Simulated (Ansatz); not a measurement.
Computed with Ansatz on PBE0-D4/def2-TZVP structures; ΔE is electronic, products minus reactants. CCSD(T)/CBS adds triple-zeta CCSD(T) − MP2 to the extrapolated MP2 energy (def2 sets, frozen cores). This one scheme is used for every species. DFT in def2-TZVPP. B3LYP here is the variant with VWN-RPA as its local correlation; programs differ in this. For Se outer-core shells are correlated without core-valence functions, which leaves a few kJ/mol of doubt a bond. Scalar relativity is left out up to krypton. Each species was taken in one conformer, which may not be the lowest.

Consider the formal exchange of groups at the Se–B bond: `NCB(O)[SeH]` + `C=CC` → `C=C(C)[SeH]` + `NCBO`.

| level | ΔE (eV) |
| --- | --- |
| r2SCAN-D4 | 0.83 |
| B3LYP-D4 | 0.80 |
| PBE | 0.80 |
| HF/def2-TZVPP | 0.92 |

Question: What does CCSD(T)/CBS give? (Estimate.)

Answer: Computed: +0.81 eV. The listed levels differ from it by 0.02, -0.01, -0.01, 0.11 eV.

Largest T1 diagnostic among the species: 0.012.

In def2-TZVPP, CCSD(T) changes the Hartree–Fock value by −0.12 eV (the triples alone add −0.02 eV) and MP2 by −0.15 eV.
